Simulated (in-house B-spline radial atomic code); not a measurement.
RPA and G0W0 for the osmium ion Os³⁺, [Xe] 4f14 5d5, highest spin, as one setting changes: the radius of a hard wall (bohr). Start: PBE0. A dash marks a level of low quasi-particle weight. Computed with a B-spline radial code for spherical atoms: all electrons, scalar-relativistic (spin-free one-electron X2C), finite nucleus, each spin shell either full or empty, empty states to l = 9 with an (l + 1/2)⁻⁴ tail; G0W0 by contour deformation at full frequency.

Without the two-electron picture change, the correlation of inner shells comes somewhat too large for so heavy an element.

```csv
radius of a hard wall (bohr),mean-field level (eV),G0W0 level (eV),RPA correlation (Eh)
2,1.012,5d up -6.962,-6.5528
2.5,-24.466,5d up -31.24,-6.5128
3,?,?,?
3.5,-36.25,5d up -41.82,-6.4957
4,-37.50,5d up -42.78,-6.4934
5,-38.15,5d up -43.18,-6.491
6,-38.24,5d up -43.20,-6.4898
8,?,?,?
12,-38.24,5d up -43.20,-6.4869
```

Task: What belongs in the row for 8?

Result: mean-field level (eV): -38.24; G0W0 level (eV): 5d up -43.20; RPA correlation (Eh): -6.4882.

Task: What belongs in the row for 3?

Result: mean-field level (eV): -33.06; G0W0 level (eV): 5d up -39.09; RPA correlation (Eh): -6.5001.
